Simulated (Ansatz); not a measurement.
Born–Oppenheimer molecular dynamics of ClH5HfO3Si (11 atoms, charge 0, multiplicity 1). It starts from a relaxed structure.

Computed with RKS PBE-D4/def2-SVP in Ansatz.

```yaml
ensemble: NVT, Langevin thermostat
time_step: 1 fs
steps_asked: 100
set_temperature: 1000 K
friction: 0.02 /fs
masses: H 10 u
seed: 696484
```

First frame:

```xyz
11
Properties=species:S:1:pos:R:3
Hf -0.306 -0.289 -0.263
O -0.904 -0.442 1.591
Si -1.359 -0.497 3.201
H -2.567 -1.381 3.360
H -0.232 -1.047 4.036
H -1.697 0.888 3.686
O 1.617 -0.269 -0.295
H 2.573 -0.141 -0.320
O -1.032 1.325 -1.018
H -1.268 2.188 -1.380
Cl -1.103 -2.175 -1.491
```

(1) What does the run give?

(2) What happens to the structure?

(3) How do temperature and energy run in time?

Answers

(1) The run went to its last step.

- steps done: 100
- time covered: 100 fs
- mean temperature over the second half: 676 K
- spread of the potential energy over the second half: 22.8 meV per atom
- mean potential energy of the second half above the start: 85.7 meV per atom

The mean temperature of the second half is 32 % below the set value. A run of 0.1 ps of so small a system gives no equilibrium averages.

(2) The same pairs are bonded in the first frame and the last. Pairs count as bonded within 1.25 times the sum of covalent radii (0.12 Å more for H–H). Another seed would give other details.

(3) 
| time (fs) | T (K) | potential energy less start (eV) |
| --- | --- | --- |
| 0 | 909 | 0.000 |
| 8 | 967 | 0.266 |
| 16 | 928 | 0.470 |
| 24 | 440 | 0.858 |
| 32 | 717 | 0.823 |
| 40 | 867 | 0.848 |
| 48 | 983 | 0.687 |
| 56 | 754 | 0.828 |
| 64 | 744 | 0.694 |
| 72 | 585 | 0.853 |
| 80 | 681 | 0.923 |
| 88 | 801 | 0.934 |
| 96 | 455 | 1.522 |

The run took 5.2 min on 4 threads of Arm Neoverse N1, on a shared host, peak memory 0.21 GiB.
